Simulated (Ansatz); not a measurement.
These are r2SCAN-D4/def2-SVP (Ansatz, a program for electronic structure) values and carry that method's errors. No frequencies were computed at this level.

Ansatz 0.2 input:
```yaml
crystal:
  periodic: [false, false, false]
  atoms:
    - { symbol: Ta, position_ang: [-0.071897, -0.029491, 0.092958] }
    - { symbol: O, position_ang: [0.703712, 1.351367, 1.01036] }
    - { symbol: H, position_ang: [0.729687, 2.1374, 1.553565] }
    - { symbol: O, position_ang: [-1.770635, 0.610229, 0.674519] }
    - { symbol: H, position_ang: [-2.633047, 0.237124, 0.480522] }
    - { symbol: O, position_ang: [0.904296, -1.289467, 1.131627] }
    - { symbol: H, position_ang: [1.539547, -1.124307, 1.830966] }
    - { symbol: O, position_ang: [0.707439, 0.589012, -1.528949] }
    - { symbol: H, position_ang: [1.287059, 1.340479, -1.667727] }
    - { symbol: O, position_ang: [-0.875709, -1.381599, -0.803753] }
    - { symbol: H, position_ang: [-0.967013, -2.158801, -1.351445] }
basis:
  gaussian: { orbitals: def2-svp }
hamiltonian:
  xc: r2scan
  dispersion: d4
relax:
  max_steps: 150
```

Output:

```
[...]
mean field evaluation 8: about -11862.9103 eV, gradient 1.0e-1 eV
mean field evaluation 16: about -11862.8701 eV, gradient 1.3e-3 eV
mean field -11862.87010816 eV, -435.9524355326 hartree, gradient 3.5e-5 eV, S^2 0.000000; 0 other end points of the search recorded, 0 dependent functions left out
reference -11862.87013173 eV, -435.9524363990 hartree; 29, 29 occupied and 98, 98 virtual orbitals, 1309 factors
relax step   1: F+E_penalty+E_count = -11862.92408735 eV  Δ(F+E_penalty+E_count) = +0.000e0 eV  max|allowed force component| = 3.019e0 eV/Å  Δτ_max = 0.0000 Å  (29 SCF iters, accepted)
these checks for a lower state are left out or cut short: starts, cluster_reference, orbital_swaps, neighbouring_geometries, increment
1309 factors; their error is unknown
mean field -11863.27325724 eV, -435.9672509880 hartree, gradient 1.1e-5 eV, S^2 0.000000; 0 other end points of the search recorded, 0 dependent functions left out
reference -11863.27328071 eV, -435.9672518508 hartree; 29, 29 occupied and 98, 98 virtual orbitals, 1309 factors
relax step   2: F+E_penalty+E_count = -11863.32562764 eV  Δ(F+E_penalty+E_count) = -4.015e-1 eV  max|allowed force component| = 1.997e-1 eV/Å  Δτ_max = 0.1064 Å  (36 SCF iters, accepted)
these checks for a lower state are left out or cut short: starts, cluster_reference, orbital_swaps, neighbouring_geometries, increment
1309 factors; their error is unknown
mean field evaluation 32: about -11863.2935 eV, gradient 3.1e-4 eV
mean field -11863.29354222 eV, -435.9679964473 hartree, gradient 1.7e-5 eV, S^2 0.000000; 0 other end points of the search recorded, 0 dependent functions left out
reference -11863.29356563 eV, -435.9679973077 hartree; 29, 29 occupied and 98, 98 virtual orbitals, 1309 factors
relax step   3: F+E_penalty+E_count = -11863.34599834 eV  Δ(F+E_penalty+E_count) = -2.037e-2 eV  max|allowed force component| = 1.496e-1 eV/Å  Δτ_max = 0.0641 Å  (29 SCF iters, accepted)
these checks for a lower state are left out or cut short: starts, cluster_reference, orbital_swaps, neighbouring_geometries, increment
1309 factors; their error is unknown
mean field -11863.30812458 eV, -435.9685323391 hartree, gradient 2.5e-5 eV, S^2 0.000000; 0 other end points of the search recorded, 0 dependent functions left out
reference -11863.30814808 eV, -435.9685332027 hartree; 29, 29 occupied and 98, 98 virtual orbitals, 1309 factors
relax step   4: F+E_penalty+E_count = -11863.36059418 eV  Δ(F+E_penalty+E_count) = -1.460e-2 eV  max|allowed force component| = 3.899e-1 eV/Å  Δτ_max = 0.0723 Å  (31 SCF iters, accepted)
these checks for a lower state are left out or cut short: starts, cluster_reference, orbital_swaps, neighbouring_geometries, increment
1309 factors; their error is unknown
mean field -11863.31840122 eV, -435.9689099989 hartree, gradient 9.7e-6 eV, S^2 0.000000; 0 other end points of the search recorded, 0 dependent functions left out
reference -11863.31842466 eV, -435.9689108602 hartree; 29, 29 occupied and 98, 98 virtual orbitals, 1309 factors
relax step   5: F+E_penalty+E_count = -11863.37087690 eV  Δ(F+E_penalty+E_count) = -1.028e-2 eV  max|allowed force component| = 9.709e-2 eV/Å  Δτ_max = 0.0579 Å  (30 SCF iters, accepted)
these checks for a lower state are left out or cut short: starts, cluster_reference, orbital_swaps, neighbouring_geometries, increment
1309 factors; their error is unknown
mean field -11863.32522763 eV, -435.9691608648 hartree, gradient 1.0e-5 eV, S^2 0.000000; 0 other end points of the search recorded, 0 dependent functions left out
reference -11863.32525106 eV, -435.9691617257 hartree; 29, 29 occupied and 98, 98 virtual orbitals, 1309 factors
relax step   6: F+E_penalty+E_count = -11863.37770741 eV  Δ(F+E_penalty+E_count) = -6.831e-3 eV  max|allowed force component| = 1.995e-1 eV/Å  Δτ_max = 0.0752 Å  (30 SCF iters, accepted)
these checks for a lower state are left out or cut short: starts, cluster_reference, orbital_swaps, neighbouring_geometries, increment
1309 factors; their error is unknown
mean field -11863.32933849 eV, -435.9693119362 hartree, gradient 1.1e-5 eV, S^2 0.000000; 0 other end points of the search recorded, 0 dependent functions left out
reference -11863.32936189 eV, -435.9693127961 hartree; 29, 29 occupied and 98, 98 virtual orbitals, 1309 factors
relax step   7: F+E_penalty+E_count = -11863.38176900 eV  Δ(F+E_penalty+E_count) = -4.062e-3 eV  max|allowed force component| = 1.460e-1 eV/Å  Δτ_max = 0.0424 Å  (30 SCF iters, accepted)
these checks for a lower state are left out or cut short: starts, cluster_reference, orbital_swaps, neighbouring_geometries, increment
1309 factors; their error is unknown
mean field evaluation 64: about -11863.3729 eV, gradient 2.9e-2 eV
mean field -11863.33218543 eV, -435.9694165590 hartree, gradient 1.2e-5 eV, S^2 0.000000; 0 other end points of the search recorded, 0 dependent functions left out
reference -11863.33220881 eV, -435.9694174186 hartree; 29, 29 occupied and 98, 98 virtual orbitals, 1309 factors
relax step   8: F+E_penalty+E_count = -11863.38460913 eV  Δ(F+E_penalty+E_count) = -2.840e-3 eV  max|allowed force component| = 2.669e-1 eV/Å  Δτ_max = 0.0498 Å  (29 SCF iters, accepted)
these checks for a lower state are left out or cut short: starts, cluster_reference, orbital_swaps, neighbouring_geometries, increment
1309 factors; their error is unknown
mean field -11863.33324868 eV, -435.9694556330 hartree, gradient 1.1e-5 eV, S^2 0.000000; 0 other end points of the search recorded, 0 dependent functions left out
reference -11863.33327207 eV, -435.9694564924 hartree; 29, 29 occupied and 98, 98 virtual orbitals, 1309 factors
relax step   9: F+E_penalty+E_count = -11863.38567564 eV  Δ(F+E_penalty+E_count) = -1.067e-3 eV  max|allowed force component| = 2.416e-1 eV/Å  Δτ_max = 0.0100 Å  (31 SCF iters, accepted)
these checks for a lower state are left out or cut short: starts, cluster_reference, orbital_swaps, neighbouring_geometries, increment
1309 factors; their error is unknown
mean field -11863.33839204 eV, -435.9696446479 hartree, gradient 1.2e-5 eV, S^2 0.000000; 0 other end points of the search recorded, 0 dependent functions left out
reference -11863.33841537 eV, -435.9696455054 hartree; 29, 29 occupied and 98, 98 virtual orbitals, 1309 factors
relax step  10: F+E_penalty+E_count = -11863.39079201 eV  Δ(F+E_penalty+E_count) = -5.116e-3 eV  max|allowed force component| = 3.737e-1 eV/Å  Δτ_max = 0.1403 Å  (30 SCF iters, accepted)
these checks for a lower state are left out or cut short: starts, cluster_reference, orbital_swaps, neighbouring_geometries, increment
1309 factors; their error is unknown
mean field -11863.34317224 eV, -435.9698203170 hartree, gradient 2.0e-5 eV, S^2 0.000000; 0 other end points of the search recorded, 0 dependent functions left out
reference -11863.34319551 eV, -435.9698211720 hartree; 29, 29 occupied and 98, 98 virtual orbitals, 1309 factors
relax step  11: F+E_penalty+E_count = -11863.39562935 eV  Δ(F+E_penalty+E_count) = -4.837e-3 eV  max|allowed force component| = 3.914e-1 eV/Å  Δτ_max = 0.1647 Å  (31 SCF iters, accepted)
these checks for a lower state are left out or cut short: starts, cluster_reference, orbital_swaps, neighbouring_geometries, increment
1309 factors; their error is unknown
mean field evaluation 96: about -11863.3458 eV, gradient 2.2e-5 eV
mean field -11863.34584983 eV, -435.9699187165 hartree, gradient 2.2e-5 eV, S^2 0.000000; 0 other end points of the search recorded, 0 dependent functions left out
reference -11863.34587310 eV, -435.9699195716 hartree; 29, 29 occupied and 98, 98 virtual orbitals, 1309 factors
relax step  12: F+E_penalty+E_count = -11863.39825551 eV  Δ(F+E_penalty+E_count) = -2.626e-3 eV  max|allowed force component| = 1.468e-1 eV/Å  Δτ_max = 0.0510 Å  (29 SCF iters, accepted)
these checks for a lower state are left out or cut short: starts, cluster_reference, orbital_swaps, neighbouring_geometries, increment
1309 factors; their error is unknown
mean field -11863.34682259 eV, -435.9699544647 hartree, gradient 1.5e-5 eV, S^2 0.000000; 0 other end points of the search recorded, 0 dependent functions left out
reference -11863.34684586 eV, -435.9699553199 hartree; 29, 29 occupied and 98, 98 virtual orbitals, 1309 factors
relax step  13: F+E_penalty+E_count = -11863.39924447 eV  Δ(F+E_penalty+E_count) = -9.890e-4 eV  max|allowed force component| = 8.594e-2 eV/Å  Δτ_max = 0.0140 Å  (31 SCF iters, accepted)
these checks for a lower state are left out or cut short: starts, cluster_reference, orbital_swaps, neighbouring_geometries, increment
1309 factors; their error is unknown
mean field -11863.34713879 eV, -435.9699660849 hartree, gradient 1.3e-5 eV, S^2 0.000000; 0 other end points of the search recorded, 0 dependent functions left out
reference -11863.34716205 eV, -435.9699669399 hartree; 29, 29 occupied and 98, 98 virtual orbitals, 1309 factors
relax step  14: F+E_penalty+E_count = -11863.39956805 eV  Δ(F+E_penalty+E_count) = -3.236e-4 eV  max|allowed force component| = 2.247e-2 eV/Å  Δτ_max = 0.0126 Å  (30 SCF iters, accepted)
these checks for a lower state are left out or cut short: starts, cluster_reference, orbital_swaps, neighbouring_geometries, increment
1309 factors; their error is unknown
mean field -11863.34728460 eV, -435.9699714433 hartree, gradient 1.4e-5 eV, S^2 0.000000; 0 other end points of the search recorded, 0 dependent functions left out
reference -11863.34730785 eV, -435.9699722980 hartree; 29, 29 occupied and 98, 98 virtual orbitals, 1309 factors
relax step  15: F+E_penalty+E_count = -11863.39971265 eV  Δ(F+E_penalty+E_count) = -1.446e-4 eV  max|allowed force component| = 1.920e-2 eV/Å  Δτ_max = 0.0144 Å  (32 SCF iters, accepted)
these checks for a lower state are left out or cut short: starts, cluster_reference, orbital_swaps, neighbouring_geometries, increment
1309 factors; their error is unknown
mean field -11863.33264661 eV, -435.9694335073 hartree, gradient 9.1e-6 eV, S^2 0.000000; 0 other end points of the search recorded, 0 dependent functions left out
reference -11863.33266989 eV, -435.9694343628 hartree; 29, 29 occupied and 98, 98 virtual orbitals, 1309 factors
relax step  16: F+E_penalty+E_count = -11863.38510095 eV  Δ(F+E_penalty+E_count) = +1.461e-2 eV  max|allowed force component| = 3.998e-1 eV/Å  Δτ_max = 0.0582 Å  (31 SCF iters, rejected (line search))
these checks for a lower state are left out or cut short: starts, cluster_reference, orbital_swaps, neighbouring_geometries, increment
1309 factors; their error is unknown
mean field evaluation 128: about -11863.3473 eV, gradient 1.6e-1 eV
mean field -11863.34728283 eV, -435.9699713785 hartree, gradient 1.4e-5 eV, S^2 0.000000; 0 other end points of the search recorded, 0 dependent functions left out
reference -11863.34730608 eV, -435.9699722329 hartree; 29, 29 occupied and 98, 98 virtual orbitals, 1309 factors
relax step  17: F+E_penalty+E_count = -11863.39971143 eV  Δ(F+E_penalty+E_count) = +1.218e-6 eV  max|allowed force component| = 1.259e-2 eV/Å  Δτ_max = 0.0080 Å  (30 SCF iters, rejected (line search))
these checks for a lower state are left out or cut short: starts, cluster_reference, orbital_swaps, neighbouring_geometries, increment
1309 factors; their error is unknown
mean field -11863.34734286 eV, -435.9699735843 hartree, gradient 1.4e-5 eV, S^2 0.000000; 0 other end points of the search recorded, 0 dependent functions left out
reference -11863.34736611 eV, -435.9699744389 hartree; 29, 29 occupied and 98, 98 virtual orbitals, 1309 factors
relax step  18: F+E_penalty+E_count = -11863.39977097 eV  Δ(F+E_penalty+E_count) = -5.832e-5 eV  max|allowed force component| = 4.272e-3 eV/Å  Δτ_max = 0.0039 Å  (31 SCF iters, accepted)
these checks for a lower state are left out or cut short: starts, cluster_reference, orbital_swaps, neighbouring_geometries, increment
1309 factors; their error is unknown
mean field -11863.34740163 eV, -435.9699757442 hartree, gradient 1.4e-5 eV, S^2 0.000000; 0 other end points of the search recorded, 0 dependent functions left out
reference -11863.34742487 eV, -435.9699765984 hartree; 29, 29 occupied and 98, 98 virtual orbitals, 1309 factors
relax step  19: F+E_penalty+E_count = -11863.39983048 eV  Δ(F+E_penalty+E_count) = -5.951e-5 eV  max|allowed force component| = 7.976e-3 eV/Å  Δτ_max = 0.0158 Å  (30 SCF iters, accepted)
1309 factors; their error is unknown
mean field evaluation 160: about -11863.3474 eV, gradient 8.3e-2 eV
mean field -11863.34740163 eV, -435.9699757442 hartree, gradient 1.4e-5 eV, S^2 0.000000; 1 other end points of the search recorded, 0 dependent functions left out
reference -11863.34742487 eV, -435.9699765984 hartree; 29, 29 occupied and 98, 98 virtual orbitals, 1309 factors
Total energy: -11863.39985372 eV, -435.9719033230 hartree
Atom 0 at     0.041855    -0.085307     0.046086 Å, force     0.007976    -0.000456    -0.001127 eV/Å
Atom 1 at     0.742520     1.419567     1.050822 Å, force    -0.000625    -0.000726     0.000006 eV/Å
Atom 2 at     0.266335     2.087105     1.557002 Å, force     0.000848     0.000007    -0.000585 eV/Å
Atom 3 at    -1.668504     0.622596     0.673657 Å, force    -0.004150     0.001633     0.001196 eV/Å
Atom 4 at    -2.464310     0.148384     0.401350 Å, force    -0.003577    -0.000975    -0.000587 eV/Å
Atom 5 at     1.076433    -1.312602     1.107586 Å, force     0.001030    -0.001666     0.000906 eV/Å
Atom 6 at     1.671372    -0.977516     1.791053 Å, force     0.000433     0.000362     0.000784 eV/Å
Atom 7 at     0.882180     0.564862    -1.558969 Å, force     0.001185     0.002090    -0.000473 eV/Å
Atom 8 at     1.427982     1.361441    -1.527130 Å, force     0.000244     0.000565    -0.000749 eV/Å
Atom 9 at    -0.896333    -1.469827    -0.863591 Å, force    -0.004467    -0.002019    -0.000198 eV/Å
Atom 10 at    -1.526089    -2.076758    -1.255223 Å, force     0.001104     0.001185     0.000826 eV/Å
Dipole moment:    -0.237810     0.095991     0.084986 e Å
```

Cost: roughly 2.1 core-minutes.
